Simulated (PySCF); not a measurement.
H9NSi3, SMILES [SiH3]N([SiH3])[SiH3].

Coordinates come from a TPSSh-D3(BJ)/def2-SVP optimisation.

The numbers are results of PySCF with HF/def2-TZVP, not measurements.

Isolated molecule, no solvent.

Question: Estimate the frontier levels, gap, dipole moment and polarisability. (An estimate is asked for; the answer gives what the named calculation found.)

Answer: 
```
Item                                                                                                           Result
---------------------------------------------------------------------------------------------  ----------------------
highest occupied level                                                                                      -10.77 eV
lowest empty level                                                                                            2.74 eV
orbital gap                                                                                                  13.52 eV
dipole moment                                                                                                  0.00 D
quadrupole, principal values (traceless, Buckingham form, about the centre of nuclear charge)   -0.86, 0.43, 0.43 D·Å
mean static polarisability                                                                      77.3 bohr³ (11.46 Å³)
polarisability, principal values                                                               69.9, 81.1, 81.1 bohr³
```
